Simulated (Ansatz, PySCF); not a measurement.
This singlet lies 2.47 eV below the relaxed triplet at the level frozen-core CCSD(T)/cc-pVTZ // PBE0-D3(BJ)/def2-TZVP (Ansatz, a quantum-chemistry and plane-wave program).

Z-matrix (Å, degrees):
```
N
H 1 1.0090
H 1 1.0096 2 113.01
Si 1 1.7005 2 121.07 3 179.99
Cl 4 2.1044 1 98.19 2 -180.00
```
Charge 0, spin multiplicity 1.

Question: What dipole moment, LUMO, total energy, HOMO and HOMO–LUMO gap does PBE0-D3(BJ)/def2-TZVP run with PySCF give?

Answer: 
```
Item                  Value
-------------  ------------
dipole moment        2.73 D
LUMO               -1.53 eV
total energy   -21916.52 eV
HOMO               -7.12 eV
HOMO–LUMO gap       5.59 eV
```
